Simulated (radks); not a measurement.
The gold ion Au3+, 76 electrons, occupied as [Xe] 4f14 5d8.

Calculated with a radial shooting solver on a logarithmic mesh with Libxc functionals: scalar-relativistic Kohn-Sham, BLYP, spin-polarised, spherical densities, finite nucleus; open shells are filled with parallel spins first (spin-orbit coupling, left out, can overturn this in heavy ions); Fermi nuclear charge, rms radius 5.4371 fm.

Energy parts (eV):
total: -517187.51
kinetic: 578364.20
electron-nucleus: -1283853.48
Hartree: 198153.99
exchange-correlation: -9852.22

Orbitals (lengths in bohr, moments of r in powers of bohr; r(max) is where P^2 peaks):
orbital,occ.,eigenvalue (eV),r(max),<r>
1s up,1,-80785.86,0.01042,0.01687
1s down,1,-80785.86,0.01042,0.01687
2s up,1,-14285.24,0.06018,0.07113
2s down,1,-14285.07,0.06018,0.07113
2p up,3,-12359.31,0.04981,0.06424
2p down,3,-12359.18,0.04981,0.06424
3s up,1,-3399.444,0.1697,0.1839
3s down,1,-3399.382,0.1697,0.1839
3p up,3,-2840.554,0.1690,0.1851
3p down,3,-2840.485,0.1690,0.1851
3d up,5,-2242.294,0.1376,0.1677
3d down,5,-2242.176,0.1376,0.1677
4s up,1,-766.1838,0.3827,0.4071
4s down,1,-766.0228,0.3827,0.4071
4p up,3,-582.8327,0.4027,0.4336
4p down,3,-582.6822,0.4028,0.4336
4d up,5,-362.4022,0.4102,0.4584
4d down,5,-362.2286,0.4103,0.4583
4f up,7,-117.6899,0.3753,0.4987
4f down,7,-117.4456,0.3753,0.4979
5s up,1,-144.9851,0.8476,0.9244
5s down,1,-143.9293,0.8461,0.9224
5p up,3,-96.1230,0.9509,1.062
5p down,3,-94.8408,0.9488,1.061
5d up,5,-41.1269,1.186,1.435
5d down,3,-39.7496,1.184,1.443
6s up,0,-33.7872,2.050,2.277
6s down,0,-33.0098,2.067,2.305
6p up,0,-24.1122,2.504,2.783
6p down,0,-23.6413,2.537,2.822

The highest occupied level is 5d down at -39.750 eV. Spin moment in Bohr magnetons: 2. The density falls to 0.001 e/bohr^3 at r = 3.30 bohr. For comparison, the ionisation energy in NIST's Atomic Spectra Database is 45 eV (theoretical). In exact Kohn-Sham theory the highest level is minus the ionisation energy, but local and semilocal functionals leave it too shallow, through self-interaction and a potential that decays too fast; potentials with the right tail come closer. The electron density at the nucleus is 2.303e+06 e/bohr^3 (large components only). The spin density at the nucleus is -11.60 e/bohr^3 (1s -0.15, 2s -1.48, 3s 0.06, 4s 1.64, 5s -11.67). Summed over all electrons, <r^2> = 37.69 bohr^2, which gives a Langevin (diamagnetic) susceptibility term of -29.9 x 10^-6 cm^3/mol.
